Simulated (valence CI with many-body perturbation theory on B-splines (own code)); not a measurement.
Level structure of Dy53+

Computed by valence CI with perturbative core correlation (CI+MBPT): three valence electrons over a frozen Dirac-Fock core [Ne], a basis of 11 s, 11 p, 9 d, 7 f, 5 g, 2 h, 1 i functions for each j, with the one-electron correlation potential Σ1 (screened to all orders), the two-electron term Σ2, the three-electron term Σ3, Breit, model QED; selected single and double excitations, second order for the rest (own B-spline code, finite nucleus).

No measured spectrum was set against this ion. As an estimate, large intervals hold to a few tenths of a per cent, small ones and those within an open d or f shell to about a per cent.

Levels 46 to 68 of 68, with energies above the lowest level, (3s^2 3p1/2) J=1/2. "Leading %" is the weight of the configuration and term that name the level; weights of strongly mixed levels are sums over their largest components and can fall short. In the jj column 3d3/2^4 stands for four electrons in 3d with j = 3/2. Lifetimes count E1, E2, E3, M1 and M2 decay at the calculated energies, and are blank where another channel may lead or the interval is too uncertain; long ones can be off by a factor of two.

```tsv
No.	Configuration	Term	J	E (eV)	Leading %	Leading jj	Lifetime
46	3p2 3d	2D	3/2	903.4	38	3p1/2 3p3/2 3d3/2 (86 %)	673 fs
47	3p2 3d	2D	5/2	904.4	29	3p1/2 3p3/2 3d3/2 (83 %)	753 fs
48	3p2 3d	4P	1/2	907.6	34	3p1/2 3p3/2 3d3/2 (88 %)	794 fs
49	3p2 3d	4D	7/2	924.1	47	3p1/2 3p3/2 3d5/2 (98 %)	1.55 ps
50	3s 3d2	4F	3/2	931.2	77	3s 3d3/2^2 (83 %)	632 fs
51	3p2 3d	2G	9/2	931.5	58	3p1/2 3p3/2 3d5/2 (93 %)	2.66 ps
52	3p2 3d	2P	3/2	934.4	46	3p1/2 3p3/2 3d5/2 (91 %)	1.30 ps
53	3p2 3d	2D	5/2	936.6	26	3p1/2 3p3/2 3d5/2 (75 %)	1.51 ps
54	3p3	2P°	3/2	941.0	50	3p3/2^3 (95 %)	431 fs
55	3s 3d2	4F	5/2	943.2	47	3s 3d3/2^2 (61 %)	540 fs
56	3p2 3d	2F	7/2	948.9	49	3p1/2 3p3/2 3d5/2 (80 %)	1.83 ps
57	3p2 3d	4P	5/2	951.9	34	3p1/2 3p3/2 3d5/2 (88 %)	1.10 ps
58	3s 3d2	4P	1/2	958.0	58	3s 3d3/2^2 (60 %)	678 fs
59	3p2 3d	2S	1/2	961.1	33	3p1/2 3p3/2 3d5/2 (69 %)	908 fs
60	3p2 3d	2D	3/2	963.0	61	3p1/2 3p3/2 3d5/2 (91 %)	1.12 ps
61	3s 3d2	4F	7/2	977.6	88	3s 3d3/2 3d5/2 (86 %)	907 fs
62	3s 3d2	4F	5/2	982.2	35	3s 3d3/2 3d5/2 (91 %)	907 fs
63	3s 3d2	4P	3/2	986.6	86	3s 3d3/2 3d5/2 (98 %)	970 fs
64	3s 3d2	4F	9/2	991.3	49	3s 3d3/2 3d5/2 (84 %)	1.01 ps
65	3s 3d2	2F	5/2	999.5	51	3s 3d3/2 3d5/2 (82 %)	731 fs
66	3s 3d2	2G	7/2	999.6	73	3s 3d3/2 3d5/2 (94 %)	1.16 ps
67	3s 3d2	2D	3/2	1002.3	42	3s 3d3/2 3d5/2 (79 %)	780 fs
68	3s 3d2	2P	1/2	1011.5	58	3s 3d3/2 3d5/2 (75 %)	623 fs
```
